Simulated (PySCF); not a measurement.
From computed data to an observable: chemical shift, span and skew from a shielding tensor

C3H6O2Si, SMILES C([SiH](O)O)=C=C. Atoms are numbered in the order given.

```xyz
12

C      2.5375     0.9412    -0.8869
C      1.3298     0.4777    -1.0923
C      0.1101     0.0204    -1.2226
Si    -0.9853    -0.0643     0.2815
O     -1.3851    -1.6691     0.4392
O     -0.1741     0.5478     1.5902
H      2.7589     2.0076    -0.9967
H      3.3631     0.2704    -0.6276
H     -0.2347    -0.3276    -2.2052
H     -2.2206     0.7549     0.1646
H     -2.0430    -1.8783     1.1090
H      0.7791     0.4082     1.5900
```
Charge 0, spin multiplicity 1.

Geometry: PBE0-D3(BJ)/def2-SVP. This is a generated structure with no PubChem entry under its InChIKey; it may be hypothetical. The values are those of a single conformer.

GIAO shieldings from KT2/pcSseg-1 (PySCF), non-relativistic, no solvent. The symmetric part of the tensor of C3 has the principal values 32.2, 130.5, 157.7 ppm. The same nucleus in TMS has σ = 185.1 ppm at this level (PySCF, at its B3LYP-D3(BJ)/def2-TZVP geometry).

Q: Work out the isotropic shielding, the ¹³C shift against TMS, the span and the skew.

A: 
σ(iso) = (σ11 + σ22 + σ33)/3 = 106.8 ppm. δ = σ(ref) − σ(iso) = 185.1 − (106.8) = 78.3 ppm.
Span Ω = σ33 − σ11 = 125.5 ppm. Skew κ = 3(σ(iso) − σ22)/Ω = -0.57. Tumbling in solution averages the tensor to δ; in a static solid the shielding alone would spread this spin-1/2 line over Ω.
